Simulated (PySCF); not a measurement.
Species: 3-bromofuran, C₄H₃BrO.
Bonds: Br1–C2, C2–C3 (aromatic), C3–C4 (aromatic), C4–O5 (aromatic), O5–C6 (aromatic), C2–C6 (aromatic). Hydrogens: H7 on C3; H8 on C4; H9 on C6.

Theory: PBE0-D3(BJ)/def2-SVP geometry optimisation, gas phase in PySCF 2.14.0.

Q: List the bond lengths and angles at this level.

A: 
```tsv
bond	length (bohr)	order
Br1–C2	3.521	single
C2–C3	2.702	aromatic
C3–C4	2.574	aromatic
C4–O5	2.546	aromatic
O5–C6	2.545	aromatic
C2–C6	2.579	aromatic
C3–H7	2.054	single
C4–H8	2.054	single
C6–H9	2.052	single
```

Orders are formal, as drawn. A selection of angles:
```tsv
angle	degrees
Br1–C2–C3	126.6
Br1–C2–C6	126.5
C3–C2–C6	106.9
C2–C3–C4	105.0
C2–C3–H7	127.3
C4–C3–H7	127.7
C3–C4–O5	110.8
C3–C4–H8	133.0
O5–C4–H8	116.3
C4–O5–C6	108.0
O5–C6–H9	117.4
C2–C6–O5	109.4
C2–C6–H9	133.1
```

The 6 heavy atoms lie in one plane (0.001 Å rms). The 5-membered ring C2–C3–C4–O5–C6 has internal angles of 105.0° to 110.8°; it is planar, 0.00 Å rms from its mean plane, widest ring torsion 0°. The C–C distances run from 1.362 Å (C3–C4, aromatic) to 1.430 Å (C2–C3, aromatic), a spread of 0.068 Å.

Point group: Cs (tolerance 0.08 Å). Whether it is a minimum is left open (no frequencies).
